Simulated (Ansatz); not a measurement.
System: ZnH, charge 0, multiplicity 2. The spin state was set by rule; other spins were not relaxed. 
Coordinates optimised at B3LYP-D3(BJ)/def2-TZVP (Ansatz, a quantum-chemistry and plane-wave program):
```
Zn
H 1 1.6327
```
Charge 0, spin multiplicity 2.

Basis-set convergence of Hartree-Fock and CCSD correlation energies (hartree) with Ansatz. Correlated levels leave the core frozen unless marked. UHF or UKS for open shells. No spin-orbit coupling. Frozen are the shells of the preceding noble gas and the d and f shells that filled before the atom's block. Non-relativistic.

| basis | functions | E(HF) | E(corr, CCSD) |
|---|---|---|---|
| def2-SVPD | 42 | -1778.09508 | -0.28608 |
| def2-TZVPPD | 84 | -1778.33825 | -0.45653 |
| def2-QZVPPD | 133 | -1778.37931 | -0.48704 |

Extrapolating the two largest sets (X = 3 and 4) as X^-3: E(corr) = (64·(-0.48704) - 27·(-0.45653))/37 = -0.5093 Eh, an estimate of the basis-set limit. The largest set recovers 95.6 % of it, the smallest 56.2 %.
